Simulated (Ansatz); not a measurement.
Geometry optimisation, Ansatz 0.2.0, RHF/6-31G*.

input.yaml

```yaml
crystal:
  periodic: [false, false, false]
  atoms:
    - { symbol: Al, position_ang: [0.0, 0.0, 0.0] }
    - { symbol: Cl, position_ang: [0.0, 0.0, 2.58] }
    - { symbol: C, position_ang: [1.706, 0.0, -0.985] }
    - { symbol: H, position_ang: [2.0356, -1.0462, -1.1552] }
    - { symbol: H, position_ang: [1.5695, 0.508, -1.9624] }
    - { symbol: H, position_ang: [2.4756, 0.5381, -0.3932] }
    - { symbol: C, position_ang: [-1.706, 0.0, -0.985] }
    - { symbol: H, position_ang: [-2.2662, -0.9305, -0.7558] }
    - { symbol: H, position_ang: [-2.3102, 0.8797, -0.6796] }
    - { symbol: H, position_ang: [-1.5043, 0.0508, -2.0753] }
    - { symbol: H, position_ang: [0.0834, 1.7631, 0.5865] }
    - { symbol: H, position_ang: [0.071, 1.502, 1.5585] }
basis:
  gaussian: { orbitals: "6-31G*" }
hamiltonian:
  xc: hf
relax:
  f_tol: 0.15
  max_steps: 25
  restrain:
    - { distance: [0, 10], at: 2.76, k: 30.0 }
    - { distance: [11, 1], at: 2.57, k: 30.0 }
    - { distance: [0, 1], at: 2.23, k: 30.0 }
    - { distance: [11, 10], at: 0.66, k: 30.0 }
```

Command:

```bash
$ ansatz run input.yaml --threads 1 --pin off --max-ram 2048MiB --backend cpu --events-out ev --progress --plain --runs-dir out
```

**Question.** Where does it end, and by what steps?

**Answer.** The run converged. The restraints hold the end off the free minimum; the threshold counts their pulls, which the force column leaves out. Restrained pairs: Al1–H11 (1.86 → 2.76 Å), Cl2–H12 (1.82 → 2.58 Å), Al1–Cl2 (2.58 → 2.20 Å), H11–H12 (1.01 → 0.70 Å). After 6 steps the energy has fallen by 2.290 eV (the restraints' own energy left out); H11 moved furthest, 0.73 Å.

```
step  energy less start (eV)  largest force component (eV/Å)  accepted
   0                  0.0000                           3.655       yes
   1                 -0.9864                           1.878       yes
   2                 -1.3431                           2.830       yes
   3                 -1.8572                           3.089       yes
   4                 -2.2273                           0.884       yes
   5                 -2.2579                           0.852       yes
   6                 -2.2904                           1.006       yes
```

```xyz
12
Properties=species:S:1:pos:R:3
Al 0.000 -0.166 -0.052
Cl 0.000 -0.447 2.132
C 1.751 -0.101 -0.926
H 2.147 -1.097 -1.117
H 1.693 0.408 -1.885
H 2.484 0.419 -0.314
C -1.749 -0.072 -0.928
H -2.311 -0.998 -0.831
H -2.364 0.712 -0.492
H -1.648 0.137 -1.989
H 0.086 2.461 0.799
H 0.064 2.009 1.336
```

The run took 18 s on 1 thread of Arm Neoverse V1 (shared host), peak memory 0.16 GiB.
